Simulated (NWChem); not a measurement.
Molecule: AlPH4; SMILES [AlH2][PH2]

Problem. Give the equilibrium geometry at PBE0/def2-SVP (NWChem) as a Z-matrix, with the point group.

Solution. point group Cs; any orientation.
```
Al
H 1 1.5899
H 1 1.5899 2 121.19
P 1 2.3267 2 119.26 3 -174.29
H 4 1.4280 1 95.26 2 -44.83
H 4 1.4280 5 95.61 1 95.82
```
